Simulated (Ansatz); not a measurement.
Born–Oppenheimer molecular dynamics of C3H5AlFNO (12 atoms, charge 0, multiplicity 1). It starts from a relaxed structure.

Method: RKS BLYP-D4/STO-3G in Ansatz.

- ensemble: NVE (velocity Verlet)
- time step: 0.5 fs
- steps asked: 544
- starting velocities drawn for: 100 K
- seed: 864948

Frames 2.5 fs apart, positions in Å, forces in eV/Å.

Velocities at 55.0 fs (Å/ps):

```
N 2.54 -1.26 0.47
C -1.33 -2.12 -0.42
C 2.30 0.87 -0.05
C -1.43 0.58 -2.64
O -0.04 0.05 0.54
Al -1.25 1.31 0.05
F 0.24 0.11 0.34
H 3.23 1.54 -1.44
H -9.07 -3.84 1.90
H 5.72 -8.46 6.09
H -14.67 -1.16 5.55
H 14.53 -0.47 1.93
```

```xyz
12
Properties=species:S:1:pos:R:3:forces:R:3 time_fs=55.0 energy_less_start_eV=0.067 T=48
N -1.347 1.532 1.712 -0.71 0.63 -0.25
C -0.589 0.664 1.072 0.53 -0.59 -0.31
C -0.422 0.399 -0.499 0.27 0.39 0.14
C 0.855 -0.610 -0.572 -0.80 -0.22 -0.02
O 0.567 -1.876 -1.332 0.31 0.38 0.35
Al 0.799 -0.613 1.375 0.25 -0.42 0.51
F 1.550 -1.315 2.659 -0.07 0.06 -0.21
H -1.939 2.066 0.930 0.25 -0.19 0.47
H -1.303 -0.111 -0.918 -0.52 -0.12 -0.20
H -0.278 1.372 -1.018 0.03 -0.08 -0.29
H 1.704 -0.036 -0.993 0.47 0.05 -0.33
H 0.647 -1.561 -2.329 -0.01 0.09 0.13
12
Properties=species:S:1:pos:R:3:forces:R:3 time_fs=57.5 energy_less_start_eV=0.076 T=42
N -1.342 1.530 1.712 -0.52 0.41 -0.03
C -0.591 0.657 1.070 0.50 -0.40 -0.23
C -0.417 0.401 -0.499 -0.87 -0.65 -0.01
C 0.849 -0.609 -0.578 -0.88 -0.33 0.44
O 0.567 -1.875 -1.330 0.30 0.36 0.27
Al 0.796 -0.610 1.375 0.38 -0.58 0.48
F 1.551 -1.314 2.660 -0.10 0.10 -0.26
H -1.924 2.065 0.941 0.05 0.00 0.22
H -1.331 -0.118 -0.915 0.41 0.42 0.13
H -0.262 1.356 -1.015 0.02 0.46 -0.56
H 1.688 -0.034 -0.992 0.75 0.18 -0.47
H 0.683 -1.560 -2.322 -0.05 0.02 0.01
12
Properties=species:S:1:pos:R:3:forces:R:3 time_fs=60.0 energy_less_start_eV=0.060 T=54
N -1.339 1.530 1.713 0.09 -0.23 0.37
C -0.591 0.648 1.067 0.20 0.13 -0.02
C -0.415 0.401 -0.499 -0.88 0.04 -0.49
C 0.839 -0.610 -0.583 0.33 0.28 0.20
O 0.569 -1.873 -1.327 0.24 0.25 0.15
Al 0.794 -0.609 1.377 0.50 -0.69 0.38
F 1.551 -1.314 2.659 -0.10 0.11 -0.24
H -1.907 2.065 0.962 -0.33 0.36 -0.35
H -1.340 -0.104 -0.908 0.42 0.35 0.06
H -0.246 1.361 -1.042 -0.14 -0.11 -0.10
H 1.709 -0.024 -1.016 -0.25 -0.41 0.07
H 0.716 -1.559 -2.313 -0.09 -0.06 -0.06
12
Properties=species:S:1:pos:R:3:forces:R:3 time_fs=62.5 energy_less_start_eV=0.072 T=45
N -1.336 1.529 1.715 0.12 -0.30 0.10
C -0.589 0.640 1.064 -0.16 0.66 0.09
C -0.418 0.401 -0.501 0.04 1.01 -0.54
C 0.830 -0.610 -0.586 0.90 0.44 0.15
O 0.572 -1.870 -1.323 0.15 0.05 -0.01
Al 0.793 -0.609 1.380 0.53 -0.73 0.19
F 1.551 -1.313 2.658 -0.06 0.07 -0.14
H -1.907 2.083 0.967 -0.11 0.14 -0.18
H -1.329 -0.071 -0.898 -0.43 -0.23 -0.32
H -0.238 1.361 -1.075 -0.21 -0.50 0.35
H 1.720 -0.037 -1.038 -0.64 -0.48 0.35
H 0.743 -1.560 -2.307 -0.12 -0.12 -0.04
12
Properties=species:S:1:pos:R:3:forces:R:3 time_fs=65.0 energy_less_start_eV=0.065 T=50
N -1.333 1.527 1.717 -0.19 0.03 -0.37
C -0.588 0.636 1.061 -0.35 0.94 0.06
C -0.420 0.405 -0.506 -0.02 0.43 -0.26
C 0.826 -0.607 -0.588 0.26 -0.07 0.54
O 0.575 -1.867 -1.319 0.00 -0.23 -0.08
Al 0.793 -0.611 1.383 0.44 -0.66 -0.09
F 1.550 -1.311 2.657 0.02 0.00 0.00
H -1.911 2.108 0.962 0.32 -0.32 0.29
H -1.339 -0.050 -0.905 -0.41 -0.36 -0.27
H -0.242 1.336 -1.089 -0.05 0.16 0.16
H 1.698 -0.075 -1.041 0.10 0.19 0.04
H 0.764 -1.569 -2.304 -0.12 -0.10 -0.02
12
Properties=species:S:1:pos:R:3:forces:R:3 time_fs=67.5 energy_less_start_eV=0.088 T=32
N -1.330 1.525 1.718 -0.14 0.04 -0.22
C -0.589 0.636 1.059 -0.32 0.88 -0.02
C -0.423 0.411 -0.512 -0.90 -0.63 -0.21
C 0.823 -0.605 -0.587 -0.33 -0.45 0.75
O 0.578 -1.864 -1.316 -0.13 -0.49 -0.03
Al 0.795 -0.614 1.385 0.23 -0.49 -0.36
F 1.550 -1.310 2.655 0.12 -0.10 0.17
H -1.900 2.117 0.972 0.22 -0.27 0.19
H -1.368 -0.048 -0.927 0.48 0.01 0.16
H -0.248 1.321 -1.096 0.10 0.78 -0.16
H 1.681 -0.102 -1.042 0.74 0.72 -0.24
H 0.777 -1.583 -2.302 -0.09 -0.01 -0.03
12
Properties=species:S:1:pos:R:3:forces:R:3 time_fs=70.0 energy_less_start_eV=0.063 T=51
N -1.328 1.522 1.718 0.18 -0.20 0.39
C -0.592 0.640 1.057 -0.08 0.52 -0.10
C -0.431 0.415 -0.520 -0.68 -0.06 -0.46
C 0.819 -0.605 -0.584 0.50 0.05 0.08
O 0.580 -1.864 -1.313 -0.17 -0.58 0.01
Al 0.796 -0.618 1.387 -0.04 -0.25 -0.54
F 1.550 -1.309 2.654 0.22 -0.18 0.32
H -1.877 2.111 0.990 -0.27 0.19 -0.34
H -1.374 -0.046 -0.940 0.52 0.06 0.21
H -0.250 1.345 -1.107 -0.02 0.11 0.21
H 1.701 -0.091 -1.053 -0.08 0.26 0.23
H 0.786 -1.597 -2.302 -0.08 0.08 0.01
12
Properties=species:S:1:pos:R:3:forces:R:3 time_fs=72.5 energy_less_start_eV=0.070 T=46
N -1.325 1.520 1.720 -0.03 0.13 0.46
C -0.595 0.646 1.054 0.25 -0.02 -0.26
C -0.441 0.419 -0.529 0.45 0.81 -0.17
C 0.817 -0.605 -0.579 1.02 0.50 -0.45
O 0.582 -1.865 -1.310 -0.11 -0.49 0.04
Al 0.798 -0.623 1.388 -0.29 -0.01 -0.64
F 1.551 -1.309 2.655 0.28 -0.24 0.41
H -1.868 2.114 0.992 -0.32 0.21 -0.28
H -1.353 -0.043 -0.944 -0.32 -0.25 -0.15
H -0.252 1.377 -1.108 -0.14 -0.54 0.46
H 1.717 -0.065 -1.052 -0.70 -0.22 0.53
H 0.789 -1.607 -2.302 -0.09 0.12 0.04
12
Properties=species:S:1:pos:R:3:forces:R:3 time_fs=75.0 energy_less_start_eV=0.048 T=63
N -1.323 1.518 1.724 -0.58 0.81 -0.03
C -0.596 0.653 1.049 0.46 -0.44 -0.36
C -0.449 0.426 -0.539 0.68 0.16 0.52
C 0.819 -0.602 -0.577 0.31 0.30 -0.25
O 0.584 -1.869 -1.306 0.00 -0.26 0.10
Al 0.799 -0.627 1.388 -0.48 0.17 -0.67
F 1.553 -1.309 2.656 0.29 -0.25 0.41
H -1.876 2.128 0.979 0.05 -0.23 0.31
H -1.348 -0.053 -0.954 -0.46 -0.20 -0.20
H -0.262 1.381 -1.084 -0.05 -0.09 0.00
H 1.698 -0.049 -1.023 -0.14 -0.08 0.14
H 0.787 -1.611 -2.299 -0.07 0.12 0.02
12
Properties=species:S:1:pos:R:3:forces:R:3 time_fs=77.5 energy_less_start_eV=0.073 T=44
N -1.323 1.519 1.727 -0.54 0.77 -0.21
C -0.596 0.658 1.043 0.36 -0.48 -0.18
C -0.454 0.434 -0.547 -0.06 -1.15 0.80
C 0.824 -0.598 -0.576 -0.78 -0.21 0.19
O 0.585 -1.873 -1.303 0.14 0.06 0.10
Al 0.799 -0.632 1.386 -0.55 0.25 -0.56
F 1.555 -1.310 2.658 0.23 -0.20 0.30
H -1.883 2.129 0.983 0.10 -0.28 0.39
H -1.365 -0.072 -0.974 0.30 0.31 0.17
H -0.275 1.382 -1.061 0.09 0.56 -0.53
H 1.672 -0.036 -0.986 0.78 0.31 -0.45
H 0.781 -1.607 -2.295 -0.06 0.06 -0.01
12
Properties=species:S:1:pos:R:3:forces:R:3 time_fs=80.0 energy_less_start_eV=0.063 T=52
N -1.325 1.523 1.730 0.13 -0.01 0.03
C -0.593 0.660 1.037 0.02 -0.18 0.22
C -0.460 0.436 -0.551 0.06 -0.60 0.43
C 0.825 -0.595 -0.574 -0.43 0.02 -0.07
O 0.587 -1.877 -1.299 0.26 0.37 0.05
Al 0.798 -0.636 1.382 -0.48 0.24 -0.31
F 1.558 -1.312 2.662 0.11 -0.11 0.10
H -1.885 2.117 1.007 -0.27 0.14 -0.15
H -1.368 -0.075 -0.986 0.37 0.38 0.23
H -0.284 1.409 -1.065 -0.01 -0.13 -0.23
H 1.685 -0.009 -0.973 0.32 -0.11 -0.31
H 0.771 -1.599 -2.292 -0.09 -0.02 0.01
12
Properties=species:S:1:pos:R:3:forces:R:3 time_fs=82.5 energy_less_start_eV=0.084 T=36
N -1.326 1.528 1.733 0.50 -0.49 0.00
C -0.591 0.661 1.031 -0.32 0.18 0.54
C -0.464 0.436 -0.553 0.88 0.51 0.27
C 0.823 -0.591 -0.572 0.37 0.40 -0.53
O 0.591 -1.880 -1.295 0.31 0.55 0.04
Al 0.796 -0.639 1.378 -0.32 0.19 0.02
F 1.562 -1.314 2.666 -0.03 0.01 -0.14
H -1.903 2.111 1.023 -0.32 0.26 -0.35
H -1.352 -0.058 -0.985 -0.34 -0.07 -0.07
H -0.293 1.427 -1.082 -0.07 -0.80 0.18
H 1.715 0.011 -0.977 -0.55 -0.66 0.06
H 0.756 -1.593 -2.288 -0.10 -0.07 -0.01
```

Of the whole run (272 fs, mean temperature of the second half 49 K): The conserved energy stayed within 0.07 meV per atom of its start (net change 0.031 meV per atom), so the integration is sound. The temperature averaged 0.49 of the 100 K drawn at the start: a run that starts near a minimum puts about half its kinetic energy into the potential. A run of 0.27 ps of so small a system gives no equilibrium averages. Limits of this set-up: minimal basis.

The run took 22 min on 1 thread of Intel(R) Xeon(R) Platinum 8488C (Sapphire Rapids), with other jobs on the host, peak memory 0.22 GiB.
